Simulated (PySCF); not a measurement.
## Fe¹⁴⁺: ionisation energy

Fe¹⁴⁺ [Ne] 3s2 (1S) → Fe¹⁵⁺ [Ne] 3s1 (2S), as a difference of total energies. Computed with PySCF 2.14 in an uncontracted even-tempered set (18 s from 1.1 bohr⁻², ratio 2.5; 11 p from 1.4 bohr⁻², ratio 2.5; 5 d from 5.7 bohr⁻², ratio 2.7; 4 f from 8.5 bohr⁻², ratio 2.7), with the spin-free X2C one-electron Hamiltonian (Gaussian nucleus). Correlated levels: outer shells: 1s2 frozen; virtual orbitals above 40 to 60 times the deepest correlated orbital energy dropped. The calculations carry no spin-orbit coupling.

| method | ionisation energy (eV) |
| --- | --- |
| UHF | 452.89 |
| PBE | 455.96 |
| PBE0 | 455.47 |
| r2SCAN | 453.71 |
| B3LYP | 455.82 |
| MP2 (outer shells) | 455.17 |
| SCS-MP2 (outer shells) | 455.41 |

Problem. Estimate what LDA gives.

Solution. 455.70 eV, closest to B3LYP among the rows shown.

Problem. Estimate what B97-3 gives.

Solution. 455.73 eV, closest to B3LYP among the rows shown.

For comparison: 456.2 ± 0.5 eV (measured; NIST Atomic Spectra Database, ionization energies).
